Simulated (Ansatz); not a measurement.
`[F][Ga]([F])[SiH3]` and `FB(F)[SiH3]` differ in one element.

Ansatz, PBE0-D4/def2-TZVP geometries, multiplicity 1. 

Scalar relativity is left out up to krypton.

| property | `[F][Ga]([F])[SiH3]` |
| --- | --- |
| size of the dipole moment (PBE/def2-TZVPP) / D | 3.43 |
| HOMO energy (PBE/def2-TZVPP) / eV | -7.79 |
| LUMO energy (PBE0/def2-TZVPP) / eV | -1.76 |
| LUMO energy (ωB97M-V/def2-TZVPP) / eV | 0.01 |
| HOMO–LUMO gap (PBE/def2-TZVPP) / eV | 5.28 |
| HOMO energy (ωB97M-V/def2-TZVPP) / eV | -11.17 |

Give the same properties after the change, and the shifts. (Estimate.)

Computed: 
```tsv
property	`FB(F)[SiH3]`	shift
size of the dipole moment (PBE/def2-TZVPP) / D	0.80	-2.63
HOMO energy (PBE/def2-TZVPP) / eV	-7.75	0.04
LUMO energy (PBE0/def2-TZVPP) / eV	-1.16	0.60
LUMO energy (ωB97M-V/def2-TZVPP) / eV	0.86	0.85
HOMO–LUMO gap (PBE/def2-TZVPP) / eV	5.63	0.35
HOMO energy (ωB97M-V/def2-TZVPP) / eV	-11.32	-0.15
```

With PBE0 the HOMO falls by 0.05 eV and the LUMO rises by 0.60 eV, so the gap widens by about 0.65 eV. PBE moves the HOMO by 0.04 eV and ωB97M-V by -0.15 eV. Dipoles are sizes alone; their direction can turn.
